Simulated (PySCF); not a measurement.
PySCF job for Sb(H)(OH)2 (H3O2Sb), SMILES [OH][SbH][OH], TDA-M06-2X/def2-SVPD. Geometry optimised at PBE0-D3(BJ)/def2-TZVP. The def2 effective core potentials stand for the cores of Sb; spin–orbit coupling is left out. Other conformers were not sampled.

```python
import numpy as np
from pyscf import gto, scf, dft, tdscf

mol = gto.M(
    atom='''
    Sb   -0.07802862   -0.15763712    0.29136429
    H    -1.03303539   -1.29648114   -0.57678560
    O     1.37124858   -0.43413160   -1.00667501
    H     2.18143471    0.00165262   -0.72985083
    O    -0.88357978    1.43583381   -0.50702337
    H    -1.07028989    1.32070418   -1.44335505
    ''',
    basis='def2-SVPD',
    ecp={'Sb': 'def2-svp'},
    charge=0,
    spin=0,
    max_memory=1600,
    verbose=4,
)
mf = dft.RKS(mol, xc='m06-2x').density_fit(auxbasis='def2-universal-jkfit')
mf.grids.level = 4
mf.conv_tol = 1e-9
mf.max_cycle = 100
mf.kernel()
mf.grids = dft.Grids(mol).set(level=2).build(with_non0tab=True)  # coarser grid for the response kernel
td = tdscf.TDA(mf)
td.singlet = True
td.nstates = 10
td.conv_tol = 1e-4
td.kernel(x0=td.get_init_guess(mf, 15))
td.analyze()
tt = tdscf.TDA(mf)
tt.singlet = False
tt.nstates = 4
tt.conv_tol = 1e-4
tt.kernel(x0=tt.get_init_guess(mf, 9))
tt.analyze(verbose=3)
```

Log of the run:

```
PySCF version 2.14.0

[INPUT] verbose = 4
[INPUT] num. atoms = 6
[INPUT] num. electrons = 42
[INPUT] charge = 0
[INPUT] spin (= nelec alpha-beta = 2S) = 0
[INPUT] symmetry False subgroup None
[INPUT] Mole.unit = angstrom
[INPUT] Symbol           X                Y                Z      unit          X                Y                Z       unit  Magmom
[INPUT]  1 Sb    -0.078028620000  -0.157637120000   0.291364290000 AA   -0.147452721678  -0.297890983865   0.550598710578 Bohr   0.0
[INPUT]  2 H     -1.033035390000  -1.296481140000  -0.576785600000 AA   -1.952153964083  -2.449994280264  -1.089966816593 Bohr   0.0
[INPUT]  3 O      1.371248580000  -0.434131600000  -1.006675010000 AA    2.591284264899  -0.820389826019  -1.902340065344 Bohr   0.0
[INPUT]  4 H      2.181434710000   0.001652620000  -0.729850830000 AA    4.122314160520   0.003122999188  -1.379218180486 Bohr   0.0
[INPUT]  5 O     -0.883579780000   1.435833810000  -0.507023370000 AA   -1.669723793403   2.713332661291  -0.958135308054 Bohr   0.0
[INPUT]  6 H     -1.070289890000   1.320704180000  -1.443355050000 AA   -2.022554765991   2.495769191768  -2.727545745008 Bohr   0.0

nuclear repulsion = 142.71661034676
number of shells = 42
number of NR pGTOs = 163
number of NR cGTOs = 102
basis = def2-SVPD
ecp = {'Sb': 'def2-svp'}


******** <class 'pyscf.df.df_jk.DFRKS'> ********
method = DFRKS
initial guess = minao
damping factor = 0
level_shift factor = 0
DIIS = <class 'pyscf.scf.diis.CDIIS'>
diis_start_cycle = 1
diis_space = 8
diis_damp = 0
SCF conv_tol = 1e-09
SCF conv_tol_grad = None
SCF max_cycles = 100
direct_scf = False
XC library pyscf.dft.libxc version 7.1.2
    S. Lehtola, C. Steigemann, M. J. T. Oliveira, and M. A. L. Marques,  SoftwareX 7, 1–5 (2018)
XC functionals = m06-2x
    Y. Zhao and D. G. Truhlar,  Theor. Chem. Acc. 120, 215 (2008)
    Y. Zhao and D. G. Truhlar,  Theor. Chem. Acc. 120, 215 (2008)
radial grids:
    Treutler-Ahlrichs [JCP 102, 346 (1995); DOI:10.1063/1.469408] (M4) radial grids

becke partition: Becke, JCP 88, 2547 (1988); DOI:10.1063/1.454033
pruning grids: <function nwchem_prune>
grids dens level: 4
symmetrized grids: False
atomic radii adjust function: <function treutler_atomic_radii_adjust>
small_rho_cutoff = 0
Set gradient conv threshold to 3.16228e-05
Initial guess from minao.
tot grids = 135776
******** <class 'pyscf.df.df.DF'> ********
auxbasis = def2-universal-jkfit
init E= -366.258886553519
  HOMO = -0.842795151119189  LUMO = -0.651793590154951  gap/eV = 5.19742
cycle= 1 E= -391.251686190225  delta_E=  -25  |g|= 2.18  |ddm|= 11.2
  HOMO = -0.0895003319527454  LUMO = 0.0188615303087384  gap/eV = 2.94868
cycle= 2 E= -391.886670214907  delta_E= -0.635  |g|= 1.44  |ddm|= 7.85
  HOMO = -0.311730459685357  LUMO = -0.0115665400443167  gap/eV = 8.16788
cycle= 3 E= -392.259749240895  delta_E= -0.373  |g|= 0.0843  |ddm|= 2.43
  HOMO = -0.324791055888234  LUMO = -0.00740956690075901  gap/eV = 8.63639
cycle= 4 E= -392.260243735608  delta_E= -0.000494  |g|= 0.0984  |ddm|= 0.283
  HOMO = -0.323374252093139  LUMO = -0.00616629046959404  gap/eV = 8.63167
cycle= 5 E= -392.262107147641  delta_E= -0.00186  |g|= 0.0127  |ddm|= 0.0874
  HOMO = -0.323239738373932  LUMO = -0.0063775476603271  gap/eV = 8.62226
cycle= 6 E= -392.262162592111  delta_E= -5.54e-05  |g|= 0.00287  |ddm|= 0.0302
  HOMO = -0.323261813952637  LUMO = -0.00623610540491054  gap/eV = 8.62671
cycle= 7 E= -392.262166514761  delta_E= -3.92e-06  |g|= 0.00104  |ddm|= 0.00734
  HOMO = -0.323296882663481  LUMO = -0.00622204865352512  gap/eV = 8.62805
cycle= 8 E= -392.262166809501  delta_E= -2.95e-07  |g|= 0.000749  |ddm|= 0.00209
  HOMO = -0.32333199066024  LUMO = -0.00623743942809727  gap/eV = 8.62858
cycle= 9 E= -392.262166943112  delta_E= -1.34e-07  |g|= 7.15e-05  |ddm|= 0.00102
  HOMO = -0.323333903969022  LUMO = -0.00623546371405883  gap/eV = 8.62869
cycle= 10 E= -392.262166946655  delta_E= -3.54e-09  |g|= 1.94e-05  |ddm|= 0.000233
  HOMO = -0.323333603783318  LUMO = -0.00623555403263131  gap/eV = 8.62868
cycle= 11 E= -392.262166946904  delta_E= -2.48e-10  |g|= 5.05e-06  |ddm|= 5.7e-05
  HOMO = -0.32333458979048  LUMO = -0.00623607850359335  gap/eV = 8.62869
Extra cycle  E= -392.262166946913  delta_E= -9.55e-12  |g|= 3.18e-06  |ddm|= 1.18e-05
converged SCF energy = -392.262166946913
tot grids = 52576


******** <class 'pyscf.tdscf.rks.TDA'> for <class 'pyscf.df.df_jk.DFRKS'> ********
nstates = 10 singlet
deg_eia_thresh = 1.000e-03
wfnsym = None
conv_tol = 0.0001
eigh lindep = 1e-12
eigh level_shift = 0
eigh max_cycle = 100


Excitation energies (eV)
[5.74279763 5.93486805 6.92259745 7.05419014 7.16753027 7.35122773
 7.93778702 8.17887766 8.34004551 8.49252825]

** Singlet excitation energies and oscillator strengths **
Excited State   1:      5.74280 eV    215.90 nm  f=0.0855
      21 -> 22       -0.43107
      21 -> 23       -0.53570
Excited State   2:      5.93487 eV    208.91 nm  f=0.1276
      21 -> 22        0.53052
      21 -> 23       -0.42767
Excited State   3:      6.92260 eV    179.10 nm  f=0.0060
      18 -> 22       -0.11584
      19 -> 22        0.25644
      19 -> 23        0.18894
      20 -> 22        0.58140
      20 -> 23        0.11276
Excited State   4:      7.05419 eV    175.76 nm  f=0.1565
      21 -> 24        0.66848
      21 -> 25       -0.11461
Excited State   5:      7.16753 eV    172.98 nm  f=0.0444
      19 -> 22        0.22659
      19 -> 23       -0.47960
      20 -> 23        0.40117
Excited State   6:      7.35123 eV    168.66 nm  f=0.0137
      19 -> 22        0.51065
      19 -> 23       -0.11467
      20 -> 22       -0.11167
      20 -> 23       -0.42358
Excited State   7:      7.93779 eV    156.19 nm  f=0.2010
      18 -> 22        0.10031
      19 -> 22        0.27593
      19 -> 23        0.40068
      20 -> 22       -0.29705
      20 -> 23        0.30403
Excited State   8:      8.17888 eV    151.59 nm  f=0.1336
      18 -> 22        0.23071
      19 -> 25       -0.11925
      21 -> 25       -0.52734
      21 -> 26        0.29602
Excited State   9:      8.34005 eV    148.66 nm  f=0.0230
      17 -> 22       -0.10295
      18 -> 23        0.11863
      19 -> 24        0.12421
      21 -> 25       -0.33060
      21 -> 26       -0.54201
Excited State  10:      8.49253 eV    145.99 nm  f=0.0117
      18 -> 22        0.58517
      20 -> 22        0.15246
      20 -> 24        0.12627
      21 -> 25        0.15293
      21 -> 26       -0.17325

** Transition electric dipole moments (AU) **
state          X           Y           Z        Dip. S.      Osc.
  1        -0.7244      0.2278      0.1763      0.6077      0.0855
  2         0.5288      0.7717     -0.0481      0.8775      0.1276
  3        -0.1228      0.1179     -0.0793      0.0353      0.0060
  4         0.3288      0.3205      0.8336      0.9057      0.1565
  5         0.1723      0.3215     -0.3459      0.2527      0.0444
  6         0.0218      0.0835     -0.2616      0.0759      0.0137
  7         0.6984     -0.7127     -0.1949      1.0337      0.2010
  8         0.5562      0.3873      0.4555      0.6668      0.1336
  9         0.2130      0.0482      0.2543      0.1124      0.0230
 10        -0.2353      0.0025     -0.0307      0.0563      0.0117

WARN: ECP detected. Skipping calculation of transition velocity and magnetic dipole moments, which have not yet been implemented.



******** <class 'pyscf.tdscf.rks.TDA'> for <class 'pyscf.df.df_jk.DFRKS'> ********
nstates = 4 triplet
deg_eia_thresh = 1.000e-03
wfnsym = None
conv_tol = 0.0001
eigh lindep = 1e-12
eigh level_shift = 0
eigh max_cycle = 100


Excitation energies (eV)
[4.41041603 4.64557072 6.50564589 6.63742836]

** Triplet excitation energies and oscillator strengths **
Excited State   1:      4.41042 eV    281.12 nm  f=0.0000
Excited State   2:      4.64557 eV    266.89 nm  f=0.0000
Excited State   3:      6.50565 eV    190.58 nm  f=0.0000
Excited State   4:      6.63743 eV    186.80 nm  f=0.0000
```

The calculation finished and met its thresholds.

Cost: around 2.9 core-minutes (rough).
